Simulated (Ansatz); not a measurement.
Steps of a relaxation of C$_{2}$H$_{3}$F$_{2}$NSi (`C=C=N[SiH](F)F`) with RKS PBE0-D4/def2-TZVP.

```sh
$ ansatz run in.yaml --threads 4 --pin off --events-out ev --progress --plain --max-ram 10444MiB
```

```yaml
crystal:
  periodic: [false, false, false]
  atoms:
    - {symbol: C, position_ang: [-1.336716, -1.221013, 1.349984]}
    - {symbol: C, position_ang: [-0.583230, -0.752183, 0.369251]}
    - {symbol: N, position_ang: [0.104819, -0.377386, -0.575630]}
    - {symbol: Si, position_ang: [1.111252, 0.946700, -1.046838]}
    - {symbol: F, position_ang: [1.115152, 2.144498, 0.051793]}
    - {symbol: F, position_ang: [0.482590, 1.558424, -2.409355]}
    - {symbol: H, position_ang: [-2.404953, -0.965035, 1.398162]}
    - {symbol: H, position_ang: [-0.897332, -1.857052, 2.131648]}
    - {symbol: H, position_ang: [2.496918, 0.476748, -1.286115]}
basis:
  gaussian: {orbitals: def2-TZVP}
hamiltonian: {xc: pbe0, dispersion: d4}
relax: {f_tol: 0.005, max_steps: 150}
```

Positions (Å) and forces (eV/Å) along the path, 12 of 12 steps:

```xyz
9
step=1 energy=-16918.6630 eV
C    -1.337   -1.221    1.350    0.258    0.178   -0.339
C    -0.583   -0.752    0.369    0.329    0.179   -0.388
N     0.105   -0.377   -0.576   -0.511    0.021    0.948
Si    1.111    0.947   -1.047   -0.737    0.787    0.030
F     1.115    2.144    0.052    0.015   -1.030   -0.993
F     0.483    1.558   -2.409    0.569   -0.534    1.231
H    -2.405   -0.965    1.398    0.621   -0.125   -0.076
H    -0.897   -1.857    2.132   -0.203    0.374   -0.468
H     2.497    0.477   -1.286   -0.341    0.150    0.055
9
step=2 energy=-16918.7558 eV
C    -1.321   -1.201    1.339   -0.029   -0.003   -0.012
C    -0.582   -0.743    0.362   -0.017   -0.035    0.035
N     0.091   -0.378   -0.576    0.175    0.236   -0.014
Si    1.097    0.932   -1.034   -0.533    0.657   -0.030
F     1.116    2.111    0.059   -0.002   -0.639   -0.591
F     0.478    1.553   -2.375    0.341   -0.332    0.723
H    -2.385   -0.985    1.362    0.200   -0.016    0.002
H    -0.874   -1.804    2.124   -0.066    0.108   -0.136
H     2.468    0.469   -1.279   -0.070    0.024    0.023
9
step=3 energy=-16918.7424 eV rejected
C    -1.320   -1.259    1.281   -0.695    0.540    0.510
C    -0.573   -0.783    0.326    0.055    0.013    0.030
N     0.107   -0.400   -0.594    0.027    0.032   -0.220
Si    1.080    0.928   -1.020    0.004   -0.020   -0.026
F     1.054    2.083    0.061   -0.013   -0.013    0.017
F     0.484    1.531   -2.351   -0.018    0.025   -0.019
H    -2.334   -0.848    1.419    0.570   -0.412   -0.216
H    -0.867   -1.793    2.104   -0.007   -0.157   -0.080
H     2.457    0.494   -1.242    0.077   -0.009    0.004
9
step=4 energy=-16918.7781 eV
C    -1.304   -1.176    1.336   -0.060   -0.006   -0.070
C    -0.569   -0.734    0.352   -0.033   -0.094    0.007
N     0.099   -0.384   -0.593   -0.124   -0.207    0.044
Si    1.085    0.921   -1.033    0.071    0.120   -0.025
F     1.064    2.053    0.069    0.074    0.117    0.043
F     0.478    1.545   -2.349    0.029    0.008   -0.047
H    -2.363   -0.950    1.363    0.061    0.020    0.021
H    -0.865   -1.796    2.103    0.015    0.015    0.032
H     2.463    0.475   -1.265   -0.032    0.028   -0.005
9
step=5 energy=-16918.7769 eV rejected
C    -1.302   -1.186    1.324    0.027   -0.063    0.037
C    -0.569   -0.778    0.325   -0.052    0.136    0.123
N     0.097   -0.420   -0.618    0.080    0.180   -0.132
Si    1.071    0.929   -1.020    0.114   -0.297   -0.110
F     1.051    2.072    0.071   -0.063    0.013    0.047
F     0.489    1.542   -2.354   -0.023    0.014    0.045
H    -2.338   -0.886    1.396   -0.009   -0.030   -0.031
H    -0.865   -1.805    2.095   -0.013   -0.004    0.003
H     2.455    0.486   -1.237   -0.060    0.049    0.018
9
step=6 energy=-16918.7826 eV
C    -1.310   -1.195    1.330   -0.001    0.007    0.012
C    -0.576   -0.748    0.349    0.016   -0.004   -0.010
N     0.091   -0.384   -0.592   -0.007    0.012   -0.011
Si    1.084    0.929   -1.029   -0.020   -0.008    0.005
F     1.075    2.084    0.053    0.003   -0.002    0.001
F     0.490    1.537   -2.359    0.008    0.003    0.000
H    -2.356   -0.929    1.386   -0.007   -0.007   -0.001
H    -0.869   -1.818    2.096    0.000    0.000    0.005
H     2.459    0.478   -1.250    0.008    0.000   -0.001
9
step=7 energy=-16918.7821 eV rejected
C    -1.308   -1.191    1.331    0.007   -0.009    0.007
C    -0.581   -0.746    0.342   -0.026    0.010    0.003
N     0.077   -0.382   -0.604    0.048   -0.018    0.009
Si    1.082    0.927   -1.029   -0.045    0.016   -0.006
F     1.084    2.071    0.064    0.008   -0.005    0.001
F     0.496    1.554   -2.354    0.008    0.001   -0.010
H    -2.365   -0.967    1.370    0.011    0.013    0.005
H    -0.851   -1.776    2.117   -0.010   -0.006   -0.014
H     2.454    0.465   -1.254   -0.001   -0.002    0.005
9
step=8 energy=-16918.7824 eV rejected
C    -1.306   -1.191    1.332    0.002    0.001   -0.017
C    -0.580   -0.747    0.343   -0.019   -0.011    0.027
N     0.080   -0.384   -0.603   -0.023   -0.014   -0.014
Si    1.077    0.927   -1.030    0.046    0.036   -0.011
F     1.071    2.072    0.063   -0.019    0.006   -0.018
F     0.506    1.547   -2.365   -0.022   -0.003    0.031
H    -2.357   -0.942    1.386    0.008    0.003    0.000
H    -0.856   -1.802    2.103    0.002    0.002   -0.001
H     2.452    0.474   -1.245    0.026   -0.020    0.002
9
step=9 energy=-16918.7827 eV
C    -1.308   -1.192    1.332   -0.001   -0.004   -0.001
C    -0.577   -0.747    0.346    0.002    0.000    0.002
N     0.086   -0.384   -0.597    0.000    0.007   -0.007
Si    1.082    0.928   -1.029   -0.006    0.000    0.001
F     1.074    2.080    0.056   -0.003   -0.003   -0.005
F     0.495    1.542   -2.360    0.002    0.000    0.007
H    -2.357   -0.937    1.384    0.000    0.000    0.001
H    -0.863   -1.810    2.100    0.000    0.003    0.002
H     2.457    0.475   -1.248    0.005   -0.003    0.001
9
step=10 energy=-16918.7828 eV
C    -1.306   -1.193    1.331   -0.003   -0.003    0.002
C    -0.580   -0.747    0.344   -0.006    0.003    0.022
N     0.080   -0.381   -0.600    0.005   -0.003   -0.024
Si    1.080    0.928   -1.030    0.008    0.000    0.003
F     1.070    2.080    0.055    0.000    0.001   -0.002
F     0.501    1.543   -2.363    0.000    0.000    0.000
H    -2.355   -0.936    1.390    0.000   -0.001    0.000
H    -0.859   -1.811    2.098    0.000    0.001   -0.002
H     2.456    0.471   -1.242   -0.005    0.003    0.000
9
step=11 energy=-16918.7828 eV
C    -1.306   -1.193    1.332    0.002   -0.001   -0.005
C    -0.581   -0.746    0.343    0.017    0.013   -0.020
N     0.077   -0.380   -0.603   -0.022   -0.014    0.025
Si    1.080    0.929   -1.030    0.002    0.000    0.004
F     1.068    2.082    0.054   -0.001   -0.001   -0.001
F     0.506    1.543   -2.366    0.000    0.000    0.000
H    -2.354   -0.935    1.394    0.001    0.001   -0.001
H    -0.857   -1.814    2.095    0.002    0.001   -0.001
H     2.456    0.469   -1.237   -0.001    0.001   -0.001
9
step=12 energy=-16918.7828 eV
C    -1.305   -1.193    1.332   -0.001   -0.002    0.001
C    -0.581   -0.746    0.343    0.001    0.002   -0.001
N     0.076   -0.381   -0.604   -0.001   -0.002   -0.001
Si    1.079    0.928   -1.030    0.003    0.001    0.000
F     1.066    2.081    0.055   -0.001   -0.001   -0.001
F     0.507    1.543   -2.366    0.000    0.001    0.000
H    -2.353   -0.933    1.395    0.000    0.000    0.001
H    -0.856   -1.814    2.095   -0.001    0.000    0.001
H     2.455    0.469   -1.236    0.001    0.000    0.000
```

Run time 28 s (4 threads of a server CPU on a shared host); peak host memory 0.57 GiB.
